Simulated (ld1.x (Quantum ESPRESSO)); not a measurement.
Which change was made? (O, PAW)

O, PAW, made with ld1.x (Quantum ESPRESSO) 7.5 (PBE, scalar-relativistic). Core [He], reference 2s2 2p3.5 (charge +0.5). Waves: 2s (bound): rcut 0.55, rcutus 0.60 bohr; 2s channel at -1.75 Ry: rcut 0.55, rcutus 0.60 bohr; 2p (bound): rcut 1.70, rcutus 2.05 bohr; 2p channel at -0.5 Ry: rcut 1.70, rcutus 2.05 bohr; 3d channel at 0.45 Ry: rcut 2.00, rcutus 2.35 bohr; 3d channel at 1.8 Ry: rcut 2.00, rcutus 2.35 bohr. Local part: all-electron potential smoothed inside 1.05 bohr (lloc = -1). Core correction: a·sin(br)/r model core, default radius (core density twice the valence density). Augmentation charge: PSQ, inside the norm-conserving radii.

Cutoffs, loose and tight: the cutoffs (Ry, on a coarse ladder) from which the occupation-weighted sum of valence levels, in a spherical-Bessel basis at the reference potential, stays within 10 and 1 mRy of its value at 400 Ry. They do not see the model core or the augmentation charge, which bear on the density cutoff. Test errors are all-electron minus pseudo excitation energies from the reference, over the configurations 2s2 2p4; 2s2 2p3; 2s2 2p2; 2s1 2p5; 2s2 2p0; 2s2 2p4.3; 2s1 2p4; variants that change the core or the reference have their own tests. The largest error is taken over the tests solved by every variant that gives reliable tests at all, those not shown here included: 2s1 2p4; 2s2 2p0; 2s2 2p2; 2s2 2p3.

The base gives: outcome: generated; cutoff, loose: 100 Ry; cutoff, tight: 140 Ry; bound ghosts: none; largest test error (meV): -79.

**Question.** After one change the result is: outcome: generated; cutoff, loose: 100 Ry; cutoff, tight: 140 Ry; bound ghosts: none; largest test error (meV): -46. Which change was it?
A. wave 2p channel at -0.5 Ry: rcut 1.70, rcutus 2.05 bohr becomes 2p channel at 1.43 Ry: rcut 1.70, rcutus 2.05 bohr
B. wave 2p channel at -0.5 Ry: rcut 1.70, rcutus 2.05 bohr becomes 2p channel at 0.21 Ry: rcut 1.70, rcutus 2.05 bohr
C. wave 2p channel at -0.5 Ry: rcut 1.70, rcutus 2.05 bohr becomes 2p channel at -0.97 Ry: rcut 1.70, rcutus 2.05 bohr

**Answer.** C. The others give: wave 2p channel at -0.5 Ry: rcut 1.70, rcutus 2.05 bohr becomes 2p channel at 0.21 Ry: rcut 1.70, rcutus 2.05 bohr → outcome: generated, overlap not positive; bound ghosts: not determined (overlap not positive); largest test error (meV): -39 | wave 2p channel at -0.5 Ry: rcut 1.70, rcutus 2.05 bohr becomes 2p channel at 1.43 Ry: rcut 1.70, rcutus 2.05 bohr → outcome: generated; cutoff, loose: 100 Ry; cutoff, tight: 140 Ry; bound ghosts: none; largest test error (meV): -22. A file whose overlap is not positive is unfit for use, and its test errors describe a broken file.
